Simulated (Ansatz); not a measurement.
Consider the ligand exchange at the Si–N bond: `CN[SiH](C)S` + H₂S → `C[SiH](S)S` + CH₃NH₂.

Computed with Ansatz on PBE0-D4/def2-TZVP structures; ΔE is electronic, products minus reactants. CBS: MP2 limit from def2 TZ/QZ plus the TZ coupled-cluster correction, frozen cores. This one scheme is used for every species. Functionals use def2-TZVPP. One conformer a species, not always the lowest.

| level | ΔE (kcal/mol) |
| --- | --- |
| CAM-B3LYP-D4 | -0.6 |
| LC-ωPBE | -2.6 |

Task: What does CCSD(T)/CBS give? (Best estimate.)

Result: Computed: -2.1 kcal/mol. The listed levels differ from it by 1.5, -0.5 kcal/mol.

Largest T1 diagnostic among the species: 0.011.

At CCSD(T), def2-SVP lies +0.8 kcal/mol from the extrapolated value and def2-TZVPP +0.6 kcal/mol. Leaving LDA and LC-ωPBE aside and taking each functional with its dispersion term where it has one, the values, not all of them listed here, spread over 3.5 kcal/mol, from PBE-D4 to CAM-B3LYP-D4. LDA lies +2.6 kcal/mol from PBE without D4.
